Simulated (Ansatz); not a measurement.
Cartesian coordinates in Å:
```
C 0.639 1.443 -0.821
C 0.479 0.912 0.611
Al -1.085 -0.253 0.813
C -0.880 -2.084 0.072
N 0.220 -2.507 -0.421
H 1.522 2.081 -0.923
H -0.221 2.043 -1.133
H 0.743 0.633 -1.549
H 0.400 1.752 1.309
H 1.386 0.370 0.903
H -2.456 0.221 1.469
H -1.693 -2.825 0.045
H 0.946 -1.786 -0.374
```

Total charge 0; spin multiplicity 1.

**Question.** List the CAM-B3LYP/def2-TZVPP orbital energies in eV (the Gaussian-basis code of Ansatz). (Estimate.)

**Answer.** The calculation gave: Occupied: -1526.22, -391.45, -279.41, -278.82, -278.32, -114.30, -75.06, -74.83, -74.81, -26.58, -22.80, -18.83, -18.27, -14.56, -14.00, -13.52, -12.94, -12.01, -11.55, -11.17, -10.74, -9.22, -8.04. Lowest empty: -0.93, 1.23, 1.34, 1.80, 2.52, 2.85, 3.31, 3.46.
